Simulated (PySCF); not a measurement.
From one molecule to another.

First species: C₄H₈Si.
SMILES: `CC#CC[SiH3]`

Second species: C5H6O3S.
Numbering: `[O:1]=[S:2](=[O:3])([OH:4])[C:5]1=[CH:6][CH:7]=[CH:8][CH2:9]1` (hydrogens: H10 on O4; H11 on C6; H12 on C7; H13 on C8; H14, H15 on C9)

Levels: PBE0/def2-SVPD for dipole moment, HOMO energy, LUMO energy, HOMO–LUMO gap, static isotropic polarisability and electronic spatial extent ⟨r²⟩ about the centre of nuclear charge; TDDFT PBE0/def2-SVPD for lowest singlet excitation; TDA PBE0/def2-SVPD for lowest triplet excitation (Tamm–Dancoff); GFN2-xTB for rotational constant A and rotational constant C. Geometries: GFN2-xTB. Each structure is a single optimised conformer of the isolated species, non-relativistic unless stated. Electronic properties by PySCF.

The conformers computed, where there is a choice (atom-mapped SMILES and torsion angles):
- `[O:1]=[S:2](=[O:3])([OH:4])[C:5]1=[CH:6][CH:7]=[CH:8][CH2:9]1`: O1–S2–C5–C6 -144°, H–O4–S2–O1 135°

Values for the first species:

| Item | Value |
| --- | --- |
| Dipole moment | 0.42 D |
| HOMO energy | -6.96 eV |
| LUMO energy | 0.42 eV |
| HOMO–LUMO gap | 7.38 eV |
| Lowest singlet excitation | 6.24 eV |
| Lowest triplet excitation (Tamm–Dancoff) | 5.39 eV |
| Static isotropic polarisability | 76.8 au |
| Electronic spatial extent ⟨r²⟩ about the centre of nuclear charge | 875 bohr² |
| Rotational constant A | 12.909 GHz |
| Rotational constant C | 1.387 GHz |

(1) Estimate the same properties for the second species, and the change in each.

Answers

(1) 
```json
{"property": "dipole moment", "first": "0.42 D", "second": "4.50 D", "second less first": "+4.08 D"}
{"property": "HOMO energy", "first": "-6.96 eV", "second": "-7.38 eV", "second less first": "-0.42 eV"}
{"property": "LUMO energy", "first": "0.42 eV", "second": "-1.79 eV", "second less first": "-2.21 eV"}
{"property": "HOMO–LUMO gap", "first": "7.38 eV", "second": "5.59 eV", "second less first": "-1.79 eV"}
{"property": "lowest singlet excitation", "first": "6.24 eV", "second": "4.94 eV", "second less first": "-1.30 eV"}
{"property": "lowest triplet excitation (Tamm–Dancoff)", "first": "5.39 eV", "second": "2.98 eV", "second less first": "-2.41 eV"}
{"property": "static isotropic polarisability", "first": "76.8 au", "second": "85.0 au", "second less first": "+8.2 au"}
{"property": "electronic spatial extent ⟨r²⟩ about the centre of nuclear charge", "first": "875 bohr²", "second": "1289 bohr²", "second less first": "+414 bohr²"}
{"property": "rotational constant A", "first": "12.909 GHz", "second": "3.147 GHz", "second less first": "-9.762 GHz"}
{"property": "rotational constant C", "first": "1.387 GHz", "second": "0.932 GHz", "second less first": "-0.455 GHz"}
```

On the first: In wavenumbers S1 is 50300 cm⁻¹ (1 eV = 8065.54 cm⁻¹). The polarisability is 11.38 Å³ as a volume (1 au = 0.148185 Å³), or 1.67 au for each of the 46 electrons.

On the second: In atomic units the dipole is 1.77 e·bohr (1 au = 2.5417 D). The vertical singlet–triplet gap S1 − T1 is 1.96 eV (TDDFT singlet less Tamm–Dancoff triplet; S1: HOMO→LUMO, weight 0.98; T1: HOMO→LUMO, weight 0.96).
